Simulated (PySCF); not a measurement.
## Field gradients at the hydrogen positions

Compound: C8H7O2P.
Cartesian coordinates in Å at the GFN2-xTB level; atoms count from 1:
```
atom  x, y, z in Å
C1    -3.0836    0.2856    1.9173
C2    -2.5334    0.1651    0.8578
P3    -1.7239    0.0780   -0.7255
O4    -2.1839    1.0527   -1.7179
O5    -2.0156   -1.4381   -1.1967
C6     0.0405    0.0775   -0.3264
C7     0.8730    0.9755   -0.9738
C8     2.2281    0.9775   -0.6924
C9     2.7403    0.0834    0.2339
C10    1.9029   -0.8124    0.8818
C11    0.5480   -0.8158    0.6054
H12   -3.5668    0.3719    2.8476
H13   -2.5469   -1.4003   -1.9942
H14    0.4437    1.6606   -1.6899
H15    2.8834    1.6747   -1.1931
H16    3.7979    0.0821    0.4540
H17    2.3099   -1.5059    1.6032
H18   -0.1221   -1.5057    1.0972
```

Level: PBE0/pcSseg-1 (PySCF, non-relativistic); Q(2H) = 0.00286 b; rigid geometry, the same for H and D, with no vibrational averaging.

**Question.** Rank these positions by the coupling χzz of a deuteron there, largest first.
A. H12 (alkyne hydrogen)
B. H13 (hydroxyl hydrogen)
C. H18 (aromatic hydrogen)

**Answer.** B (323 kHz), A (260 kHz), C (216 kHz).

**Question.** Tabulate Vzz, the asymmetry η and χzz = 234.96 MHz × Q × Vzz for every hydrogen position.

**Answer.** 
```tsv
atom	bonded to	bond length (Å)	Vzz (au)	η	χzz (kHz)
H12	C1	1.052	0.3862	0.00	260
H13	O5	0.959	0.4809	0.10	323
H14	C7	1.080	0.3186	0.05	214
H15	C8	1.080	0.3263	0.06	219
H16	C9	1.080	0.3256	0.06	219
H17	C10	1.080	0.3258	0.06	219
H18	C11	1.080	0.3213	0.08	216
```

**Question.** Average by the element that carries the hydrogen.

**Answer.** on C: 224 kHz over 6 positions, mean bond length 1.075 Å; on O: 323 kHz over 1 position, mean bond length 0.959 Å.

Isolated species at its GFN2-xTB geometry (one conformer only). GFN2-xTB bond lengths can be off by several hundredths of an ångström, more for odd bonds, and the gradients follow them. With so small a basis the couplings can be 20 % off.

The run behind these numbers computed NMR shieldings as well. The run took 46 s (grids of density and orbitals included) on one thread, Intel Xeon 6975P-C (x86_64), no GPU, shared host, and the process peaked at 1.1 GiB of memory.
